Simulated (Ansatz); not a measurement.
(KH)4 cube (K₄H₄), relaxed as a singlet with RKS PBE0-D4/def2-SVP in Ansatz, starting from the GFN1-xTB geometry. Force threshold 0.02 eV/Å.

Start:

```tsv
atom	x (Å)	y (Å)	z (Å)
K1	2.004	0.781	0.623
K2	-1.599	1.399	0.707
K3	-0.325	-2.022	0.902
K4	-0.080	-0.157	-2.232
H5	0.318	1.986	-0.885
H6	0.077	0.154	2.193
H7	1.572	-1.374	-0.696
H8	-1.966	-0.766	-0.612
```

Problem. Estimate the energy that the relaxation releases and the steps that it takes.

Solution. 4.2 kJ/mol, in 4 steps; 9.5 s on 2 threads of Intel Xeon 6975P-C on a shared host. No frequencies were taken in this run, so the end may be a saddle point.

Problem. Does the start keep its bonding and symmetry?

Solution. By distances, no bond broke or formed. The bond that changes most is K2–H5, from 2.56 to 2.62 Å (atoms count from 1). Point group Td at the start, Td at the end, both within 0.05 Å.

Problem. Predict the relaxed structure.

Solution. 
```xyz
8

K     2.068    0.806    0.643
K    -1.651    1.443    0.730
K    -0.336   -2.088    0.931
K    -0.082   -0.162   -2.304
H     0.323    2.012   -0.897
H     0.079    0.156    2.219
H     1.590   -1.390   -0.703
H    -1.992   -0.777   -0.619
```
Bond lengths (bridged metal pairs left out): 12 × H–K 2.62 Å.
